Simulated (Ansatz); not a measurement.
C2H10Si2, SMILES `CC([SiH3])[SiH3]` (charge 0, multiplicity 1).

Calculation: PBE/cc-pVTZ // PBE0-D3(BJ)/def2-TZVP in Ansatz (an electronic-structure program).

Ansatz 0.2 input:
```yaml
crystal:
  periodic: [false, false, false]
  atoms:
    - { symbol: C, position_ang: [1.462662, 0.550758, 0.215904] }
    - { symbol: C, position_ang: [0.213232, -0.068298, -0.425076] }
    - { symbol: Si, position_ang: [-1.204072, 1.159761, -0.482001] }
    - { symbol: Si, position_ang: [-0.277332, -1.661331, 0.436151] }
    - { symbol: H, position_ang: [1.780264, 1.455886, -0.309541] }
    - { symbol: H, position_ang: [1.276305, 0.828464, 1.257277] }
    - { symbol: H, position_ang: [2.306267, -0.145324, 0.211589] }
    - { symbol: H, position_ang: [0.425085, -0.338262, -1.468397] }
    - { symbol: H, position_ang: [-2.384953, 0.583275, -1.179508] }
    - { symbol: H, position_ang: [-0.7791, 2.394196, -1.19934] }
    - { symbol: H, position_ang: [-1.60408, 1.540854, 0.900434] }
    - { symbol: H, position_ang: [-0.643468, -1.383332, 1.852141] }
    - { symbol: H, position_ang: [0.866596, -2.615483, 0.431104] }
    - { symbol: H, position_ang: [-1.437406, -2.301164, -0.240734] }
basis:
  gaussian: { orbitals: cc-pVTZ }
hamiltonian:
  xc: pbe
```

Output:

```
Functional definition: PBE
1478 factors; their error is unknown
mean field evaluation 1: about -17970.2761 eV, gradient 6.9e1 eV
mean field evaluation 2: about -17941.0770 eV, gradient 1.2e2 eV
mean field evaluation 4: about -17981.7237 eV, gradient 7.2e0 eV
mean field evaluation 8: about -17981.8611 eV, gradient 3.4e-1 eV
mean field evaluation 16: about -17981.8045 eV, gradient 6.8e-5 eV
mean field -17981.80448034 eV, -660.8191261478 hartree, gradient 3.0e-5 eV, S^2 0.000000; 0 other end points of the search recorded, 0 dependent functions left out
reference -17981.80452965 eV, -660.8191279597 hartree; 25, 25 occupied and 243, 243 virtual orbitals, 1478 factors
Total energy: -17981.80452965 eV, -660.8191279597 hartree
```
